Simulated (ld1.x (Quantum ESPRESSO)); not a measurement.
**Configuration tests for As (TM)**

ld1.x (Quantum ESPRESSO) 7.5 input, shortened:

```
&input
   title='As', zed=33., rel=2, dft='PBESOL', iswitch=3,
   config='[Ar] 3d10 4s1 4p4 4f-2', rel_dist='average'
 /
 &inputp
   pseudotype=2, tm=.true., lloc=0,
   nlcc=.false.
 /
4
3P  2  1   6.00   0.00  0.85  0.85  0.0
3D  3  2  10.00   0.00  0.65  0.65  0.0
4F  4  3  -2.00   0.20  0.85  0.85  0.0
3S  1  0   2.00   0.00  0.85  0.85  0.0
 &test
   configts(1)='3s2 3p6 3d10 4s1 4p4'
 /
```

Open shells are filled in proportion to 2j + 1 (rel_dist='average').

Occupied shells without a wave of their own: 4p, 4s. They enter only through the test configuration that unscreens the potential.

Energies are relative to the spin-unpolarised reference configuration 3s2 3p6 3d10 4s1 4p4; without spin polarisation the order of configurations can differ from experiment.

**Question.** Give the all-electron excitation energy and the error of the potential for: 3s2 3p6 3d10 4s2 4p3; 3s2 3p6 3d10 4s2 4p2; 3s2 3p6 3d10 4s2 4p1; 3s2 3p6 3d10 4s1 4p0; 3s2 3p6 3d10 4s2 4p0; 3s2 3p6 3d10 4s0 4p5; 3s2 3p5 3d10 4s2 4p3.

**Answer.**

```csv
valence configuration,charge,ΔE all-electron (eV),error AE − PS (meV)
3s2 3p6 3d10 4s2 4p3,0,-9.420,+970
3s2 3p6 3d10 4s2 4p2,+1,-0.259,+709
3s2 3p6 3d10 4s2 4p1,+2,17.687,+301
3s2 3p6 3d10 4s1 4p0,+4,96.043,-2411
3s2 3p6 3d10 4s2 4p0,+3,45.415,-267
3s2 3p6 3d10 4s0 4p5,0,9.643,-1031
3s2 3p5 3d10 4s2 4p3,+1,134.837,+1417
```

Levels in the configuration 3s2 3p6 3d10 4s2 4p2:

```csv
level,all-electron (eV),pseudo (eV)
3s j=1/2,-199.623,-199.538
3p j=1/2,-146.598,-146.512
3p j=3/2,-141.573,-141.493
3d j=3/2,-50.830,-50.742
3d j=5/2,-50.100,-50.027
4s j=1/2,-23.378,-24.722
4p j=1/2,-13.583,-13.927
4p j=3/2,-13.245,-13.572
```

The 4p, 4s levels have no wave, so the channel is fitted at the deeper level alone: the likely source of the large errors.

A Bessel basis up to 400 Ry misses an occupied level by 0.04 Ry, so cutoffs and ghosts were not judged. The potential misses its own reference levels by up to 1.3 eV, so it is not fit for use.
